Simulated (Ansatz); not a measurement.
Ideal-gas functions of `CS[SiH](Cl)Cl` at 600 K and 1 bar, from an Ansatz frequency run at PBE0-D4/def2-TZVP.

Molar mass 147.1 g/mol, point group Cs (symmetry number 1), electronic degeneracy 1, moments of inertia 250.227, 315.339, 450.189 u Å². Harmonic wavenumbers (cm⁻¹, unscaled): 57, 114, 128, 181, 186, 304, 468, 571, 580, 722, 779, 786, 975, 991, 1348, 1466, 1475, 2287, 3073, 3170, 3172.

Use S(trans) = R[1.5 ln M + 2.5 ln T − 1.1517]; rotational temperatures θ = 24.2544 K / I; S(rot) = R[ln(√π/σ · √(T³/θAθBθC)) + 1.5]; for each mode x = 1.438777 ν̃/T, S = R[x/(eˣ − 1) − ln(1 − e⁻ˣ)] and H = RT x/(eˣ − 1); 1 cm⁻¹ = 0.0119627 kJ/mol; R = 8.31446 J/(mol·K).

Task: By hand: the entropy, in J/(mol·K).

Result: Translation 185.6. Rotation: θ = 0.0969, 0.0769, 0.0539 K, giving 129.5. Vibration, mode by mode: 24.87, 19.12, 18.17, 15.32, 15.10, 11.12, 7.78, 6.32, 6.21, 4.72, 4.23, 4.18, 2.92, 2.83, 1.44, 1.15, 1.13, 0.22, 0.04, 0.04, 0.04, in all 146.9. Electronic 0.0. Sum 462.0 J/(mol·K).

Task: By hand: H − E and G − E in kJ/mol, counted from the electronic energy.

Result: Zero-point energy ½ × 22833 × 0.0119627 = 136.6; thermal vibration 41.5; translation, rotation and pV give 4 RT = 20.0. H − E = 198.1 kJ/mol, and G − E = 198.1 − 600 × 462.0/1000 = -79.1 kJ/mol.

Vibration gives 32 % of the entropy, 62.2 J/(mol·K) of it from the modes under 150 cm⁻¹: soft modes count most, and the harmonic formula is weakest for them. The sum counts one conformer and one mirror image; others add a mixing term.
